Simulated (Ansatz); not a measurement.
Reaction (silylene formation by 1,1-elimination): `[SiH3]O[SiH2]CCl` → `CCl` + `[SiH]O[SiH3]`

Calculated with Ansatz (gas phase, PBE0-D4/def2-TZVP geometries, no zero-point term in ΔE). CBS: MP2 limit from def2 TZ/QZ plus the TZ coupled-cluster correction, frozen cores. This one scheme is used for every species. DFT in def2-TZVPP. B3LYP here is the variant with VWN-RPA as its local correlation; programs differ in this. HSE06 is defined as in plane-wave codes. Each species was taken in one conformer, which may not be the lowest.

```
             level  ΔE (kJ/mol)  difference from CCSD(T)/CBS
         revPBE-D4        184.3                        -10.6
           BLYP-D4        171.9                        -23.0
         r2SCAN-D4        209.2                         14.3
            B97M-V        187.8                         -7.1
           PBE0-D4        200.9                          6.0
        r2SCANh-D4        211.2                         16.3
        r2SCAN0-D4        214.1                         19.2
          HSE06-D4        200.5                          5.6
          BHLYP-D4        201.2                          6.3
      CAM-B3LYP-D4        194.1                         -0.8
           ωB97X-V        202.0                          7.1
           ωB97M-V        187.4                         -7.5
            B2PLYP        181.9                        -13.0
          PBE-QIDH        207.1                         12.2
               PBE        175.2                        -19.7
            revPBE        158.0                        -36.9
              BLYP        148.1                        -46.8
            r2SCAN        205.8                         10.9
              PBE0        190.5                         -4.4
             B3LYP        167.1                        -27.8
           r2SCANh        207.5                         12.6
           r2SCAN0        210.0                         15.1
             HSE06        190.5                         -4.4
             BHLYP        185.6                         -9.3
         CAM-B3LYP        183.1                        -11.8
           LC-ωPBE        204.4                          9.5
RPA@PBE/def2-TZVPP        171.8                        -23.1
       HF/def2-SVP        178.7                        -16.2
      MP2/def2-SVP        196.2                          1.3
     CCSD/def2-SVP        176.4                        -18.5
  CCSD(T)/def2-SVP        177.8                        -17.1
     HF/def2-TZVPP        178.8                        -16.1
    MP2/def2-TZVPP        204.5                          9.6
   CCSD/def2-TZVPP        185.1                         -9.8
CCSD(T)/def2-TZVPP        187.5                         -7.4
     HF/def2-QZVPP        179.0                        -15.9
    MP2/def2-QZVPP        208.8                         13.9
      HF/CBS(def2)        179.1                        -15.8
     MP2/CBS(def2)        211.8                         16.9
    CCSD/CBS(def2)        192.4                         -2.5
       CCSD(T)/CBS        194.9                            0
```

Largest T1 diagnostic among the species: 0.014.

In def2-TZVPP, CCSD(T) changes the Hartree–Fock value by +8.7 kJ/mol (the triples alone add +2.5 kJ/mol) and MP2 by +25.7 kJ/mol. From r2SCAN to r2SCAN0 (25 % exact exchange), in def2-TZVPP and without D4, ΔE moves by +4.2 kJ/mol. At CCSD(T), def2-SVP lies −17.0 kJ/mol from the extrapolated value and def2-TZVPP −7.3 kJ/mol.

CCSD(T)/CBS has its own doubt, a few kJ/mol and more with outer-core shells, so smaller differences from it don't rank the levels.
